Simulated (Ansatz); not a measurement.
`C[SiH](N)Cl` + NH₃ → `C[SiH](N)N` + HCl at 500 K and 1 bar (ligand exchange at the Si–Cl bond).

Isolated molecules relaxed with PBE0-D4/def2-TZVP in Ansatz; ΔE leaves out vibrations. CCSD(T)/CBS adds triple-zeta CCSD(T) − MP2 to the extrapolated MP2 energy (def2 sets, frozen cores). This one scheme is used for every species. One conformer a species, not always the lowest.

```csv
species,CCSD(T)/CBS energy (Eh),H − E (kJ/mol),S (J/(mol·K))
`C[SiH](N)Cl`,-845.32705,237.6,392.8
NH₃,-56.50880,108.2,211.8
`C[SiH](N)N`,-441.43339,306.3,403.5
HCl,-460.38127,32.5,201.9
```

H − E and S are ideal-gas, rigid-rotor, harmonic terms from PBE0-D4/def2-TZVP, for one conformer and one mirror image of each species. 1 Eh = 2625.50 kJ/mol, R = 8.31446 J/(mol·K).

Problem. By hand: ΔE, ΔH, ΔS and ΔG.

Solution. ΔE = (-441.43339) + (-460.38127) − (-845.32705) − (-56.50880) = 0.02119 Eh = 55.6 kJ/mol. Δ(H − E) = 306.3 + 32.5 − 237.6 − 108.2 = -7.0, so ΔH = 48.6 kJ/mol. ΔS = 403.5 + 201.9 − 392.8 − 211.8 = 0.8 J/(mol·K). ΔG = 48.6 − 500 × (0.8)/1000 = 48.2 kJ/mol.

Problem. By hand: the equilibrium constant, and the temperature at which ΔG would vanish if ΔH and ΔS stayed fixed.

Solution. log₁₀ K = −ΔG/(RT ln 10) = -5.0. ΔG = 0 at ΔH/ΔS = 60750 K, far beyond where these terms or the molecules hold.

The number of gas molecules stays the same, so ΔS is small and ΔH decides. A doubt of 5 kJ/mol in ΔE shifts log₁₀ K by 0.5 here. Other conformers and mirror images would add mixing entropy, several J/(mol·K) or more a flexible species. These are equilibria of isolated gas molecules and say nothing of rates. Largest T1 diagnostic: 0.009 (customary marks: 0.02 for closed shells, 0.045 for open ones).
